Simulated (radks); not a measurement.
The barium ion Ba47+, configuration [He] 2s2 2p5.

Method: scalar-relativistic Kohn-Sham, LB94 model potential, spin-polarised, spherical densities, finite nucleus; open shells are filled with parallel spins first (spin-orbit coupling, left out, can overturn this in heavy ions); Fermi nuclear charge, rms radius 4.8378 fm; computed with a radial shooting solver on a logarithmic mesh with Libxc functionals.

Energy parts (eV):
| part | energy |
|---|---|
| kinetic | 166632.37 |
| electron-nucleus | -332675.39 |
| Hartree | 13126.65 |
(The LB94 potential has no energy functional, so no total or exchange-correlation energy is given.)

Orbitals (lengths in bohr, moments of r in powers of bohr; <r^-3> diverges for s and p1/2):
| orbital | occ. | eigenvalue (eV) | <r> | <1/r> | <r^-3> |
|---|---|---|---|---|---|
| 1s up | 1 | -41017.81 | 0.02551 | 60.81 | - |
| 1s down | 1 | -41020.04 | 0.02551 | 60.81 | - |
| 2s up | 1 | -9230.251 | 0.1071 | 14.32 | - |
| 2s down | 1 | -9213.681 | 0.1071 | 14.31 | - |
| 2p up | 3 | -8676.593 | 0.09326 | 13.62 | 7470 |
| 2p down | 2 | -8659.799 | 0.09330 | 13.61 | 7473 |

The highest occupied level is 2p down at -8659.8 eV. Summed over all electrons, <r^2> = 0.08150 bohr^2, which gives a Langevin (diamagnetic) susceptibility term of -0.0646 x 10^-6 cm^3/mol. The electron density at the nucleus is 3.277e+05 e/bohr^3 (large components only).
